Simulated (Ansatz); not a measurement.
Ansatz (an electronic-structure program) input:

Ansatz 0.2 input:
```yaml
crystal:
  periodic: [false, false, false]
  atoms:
    - {symbol: Si, position_ang: [0.80670408, 0.07276402, 0.24162064]}
    - {symbol: C, position_ang: [-0.68738355, -0.75655272, -0.60729839]}
    - {symbol: O, position_ang: [0.49719876, 0.41803712, 1.81023643]}
    - {symbol: O, position_ang: [1.06541931, 1.58474646, -0.32588127]}
    - {symbol: H, position_ang: [-0.51799214, -0.90152784, -1.66915897]}
    - {symbol: H, position_ang: [-1.56872850, -0.12715993, -0.49009585]}
    - {symbol: H, position_ang: [-0.90894454, -1.72677397, -0.17501980]}
    - {symbol: H, position_ang: [0.22043072, -0.26120615, 2.41579578]}
    - {symbol: H, position_ang: [1.18654595, 1.74581371, -1.25606027]}
basis:
  gaussian:
    orbitals: def2-TZVP
hamiltonian:
  xc: b3lyp
  dispersion: d3bj
magnetization: {spin_polarized: true, initial_magnetization: 1}
relax: {f_tol: 0.002, max_steps: 150}
```

Q: Predict the final energy.

A: -481.24392 Eh (B3LYP-D3(BJ)/def2-TZVP). The basis has 160 functions.

It need not be the lowest isomer of its formula.
